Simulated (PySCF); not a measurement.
**Ionisation energy of Yb by level of theory**

Yb [Xe] 4f14 6s2 → Yb⁺ [Xe] 4f14 6s1 [6s1/2^1, M_J = 1/2], as a difference of total energies. All numbers are calculated (PySCF 2.14, the two-component X2C-1e Hamiltonian, in x2c-TZVPall-2c). Correlated levels: [Ar] 3d10 frozen; the 18 highest virtual spinors dropped. "Screened" scales the spin-orbit matrix elements by Boettger's factors to mimic the two-electron term; Breit and QED terms are absent.

| method | ionisation energy (eV) | error (eV) |
| --- | --- | --- |
| GHF (spin-free) | 5.130 | -1.124 |
| GMP2 (spin-free) | 6.119 | -0.135 |
| GHF (screened spin-orbit) | 5.133 | -1.121 |
| GMP2 (screened spin-orbit) | 6.124 | -0.130 |

Reference: 6.254 eV (measured; NIST Atomic Spectra Database, ionization energies).
